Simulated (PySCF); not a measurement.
Species: C6H6O3.
Cartesian coordinates in Å at the GFN2-xTB level; atoms count from 1:
```xyz
15
C6H6O3 angstrom
C     -1.9836    0.4696   -0.6354
C     -1.1689   -0.5180    0.1878
C      0.2814   -0.2238    0.2116
C      1.0190    0.7420   -0.3463
C      2.4324    0.5303    0.0257
O      3.4032    1.1568   -0.2593
O      2.4829   -0.5987    0.8248
C      1.2255   -1.1042    0.9784
O      0.9778   -2.0767    1.6206
H     -1.8828    1.4758   -0.2370
H     -3.0343    0.1941   -0.6109
H     -1.6529    0.4709   -1.6709
H     -1.2998   -1.5354   -0.1942
H     -1.5237   -0.5377    1.2230
H      0.7191    1.5633   -0.9673
```

Probes without a nucleus sit at each ring's centroid and 1 Å off its mean plane on both sides; NICS is minus the shielding there, NICSzz its component along the normal. Level: GIAO PBE0/pcSseg-1 (PySCF, non-relativistic, gas phase) on the GFN2-xTB geometry, one conformer.

Ring bond lengths (Å), with Mayer bond orders in brackets: C3–C4 1.337 (1.68), C4–C5 1.477 (1.02), C5–O7 1.384 (0.97), O7–C8 1.364 (1.01), C8–C3 1.502 (0.98).

Problem. Give the NICS values of each ring in ppm.

Solution. 
| ring | type | NICS(0) | NICS(1), two faces | NICS(1)zz, two faces | rms pucker (Å) | centre to ring atoms, mean (Å) |
| --- | --- | --- | --- | --- | --- | --- |
| C3–C4–C5–O7–C8 | 5-membered ring with O; formal bonds 1 double, 4 single | 0.1 | -3.5 / -3.5 | -2.2 / -2.2 | 0.00 | 1.20 |

Problem. What do they say, and how far can they be read as aromaticity?

Solution. 
- C3–C4–C5–O7–C8: mean NICS(1)zz -2.2 ppm, near zero. That is too small in size for a clear verdict by the NICS criterion.

Problem. How equal are the bonds by HOMA? HOMA takes Krygowski's 1993 parameters.

Solution. 
- C3–C4–C5–O7–C8: HOMA -0.96; the largest term is that of C8–C3, α(R − Ropt)² = 3.32. The geometric and the magnetic index point the same way.

Problem. List the ring angles and the Hirshfeld charges of the ring atoms.

Solution. 
- C3–C4–C5–O7–C8: C3 106.8° (+0.022 e), C4 108.6° (-0.049 e), C5 107.3° (+0.206 e), O7 109.5° (-0.104 e), C8 107.7° (+0.208 e); sum 540.0° against 540° for a flat convex ring.

Problem. What are the shieldings of the ring atoms and their hydrogens in the same run (means over atoms taken as equivalent)?

Solution. 
```
atoms                      environment  σ isotropic (ppm)  principal values of the symmetric part, first atom (ppm)
   C3  fully substituted alkene carbon               22.6                                       -105.2, 41.9, 131.0
   C4                 alkene CH carbon               54.6                                        -58.8, 78.9, 143.7
   C5        anhydride carbonyl carbon               16.1                                         -87.0, 57.1, 78.2
   O7        anhydride bridging oxygen               29.7                                        -87.8, -1.1, 178.0
   C8        anhydride carbonyl carbon               13.9                                         -82.3, 55.4, 68.5
  H15                 vinylic hydrogen              25.34                                          22.3, 23.5, 30.1
```
